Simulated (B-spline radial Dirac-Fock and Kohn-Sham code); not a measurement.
A summary of the ionisation energies of bismuth (Z = 83) against charge, from Dirac-Fock energy differences between relaxed states, corrected for Breit and QED terms and from the NIST table. The largest relative steps of the computed values, from charge +5 on, come at Bi⁵⁺ (78 electrons left, 54.18 to 88.05 eV); Bi¹⁵⁺ (68 electrons left, 271.0 to 379.2 eV); Bi⁵⁵⁺ (28 electrons left, 3401.8 to 5645.0 eV); Bi⁷³⁺ (10 electrons left, 9426.2 to 20918.4 eV). The median of |NIST − computed| / NIST over the 78 ions is 1.28 %.

```csv
charge,computed (eV),NIST (eV)
0,7.35,7.285516
5,88.05,88.4
10,184.2,183
15,379.2,370.2
20,511.6,550
28,992.9,990
33,1284.2,1310
38,1856.4,1840
43,2168.9,2190
48,2763.5,2703
53,3328.9,3329
58,6101.5,6054
63,6894.0,6977
68,8225.6,8010
73,20918.4,20130
78,22975.3,24640
```
